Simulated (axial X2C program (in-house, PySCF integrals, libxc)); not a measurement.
Ga₂⁻: properties at the nuclei

Calculated with an in-house all-electron X2C program for linear molecules (integrals from PySCF): two-component X2C with atomic mean-field Coulomb and Gaunt terms, Gaussian nuclei, basis Ga dyall-acv3z with contracted cores.

R = 2.512 Å (near the PBE0 minimum at charge -1 of the determinant lowest at the starting distance; the state shown can have its own minimum elsewhere).

Determinant lowest in the PBE0 search, Ω = 3/2 (⟨Sz⟩ = 1.50, ⟨Lz⟩ = 0.00 at PBE0), spin on the atoms Ga 0.75, Ga 0.75:

| level | A∥/gI Ga (MHz) | qzz Ga (a.u.) |
| --- | --- | --- |
| PBE0 | -137 | -1.11 |
| HF | -270 | -1.30 |
| TPSSh | -102 | -1.07 |
| BP86 | -89 | -1.01 |
| PBE50 | -164 | -1.19 |

Determinant 0.52 eV from it at PBE0 and this distance, Ω = 1/2 (⟨Sz⟩ = 0.50, ⟨Lz⟩ = 0.00 at PBE0), spin on the atoms Ga 0.25, Ga 0.25:

```json
{"level": "PBE0", "A∥/gI Ga (MHz)": "-60.7", "qzz Ga (a.u.)": "-1.15"}
{"level": "HF", "A∥/gI Ga (MHz)": "-342", "qzz Ga (a.u.)": "-1.43"}
{"level": "TPSSh", "A∥/gI Ga (MHz)": "-5.14", "qzz Ga (a.u.)": "-1.12"}
{"level": "BP86", "A∥/gI Ga (MHz)": "37.5", "qzz Ga (a.u.)": "-1.03"}
{"level": "PBE50", "A∥/gI Ga (MHz)": "-133", "qzz Ga (a.u.)": "-1.24"}
```

A∥ (defined per Ω) follows by multiplying with gI = μI/(I μN); qzz is the electric field gradient, eQq0 = 234.96 MHz × Q/barn × qzz. The operators were transformed with the bare-nucleus X2C matrices; with these basis sets, hyperfine constants and field gradients can be off by tens of per cent, and where levels differ in sign neither size nor sign is settled.

**Question.** With Q(69Ga) = 0.171 barn (Q from Pyykkö, Mol. Phys. 2018), turn the PBE0 values of the first state into constants in MHz.

**Answer.** eQq0(69Ga) = 234.96 × (0.171) × (-1.11) = -44.6 MHz.

Each state is one determinant with collinear spin, which with several unpaired electrons need not be a pure state. Unrestricted Hartree–Fock can overshoot spin polarisation at the nuclei. For an anion, determinants above electron detachment, or with a positive highest level, are held by the basis set. This is the top spin component of a Σ state; components of lower Ω are not single determinants and can lie lower. With several open shells hyperfine constants can be off by a factor of several. States lie within half an eV, so the first need not be the ground state. Further determinants of the search, some of them spin-mixed, are not shown. Where a field gradient or hyperfine factor spreads by more than a factor of two over the levels, a constant derived from it is not to be relied on. PBE0 term energies can be off by some tenths of an eV.
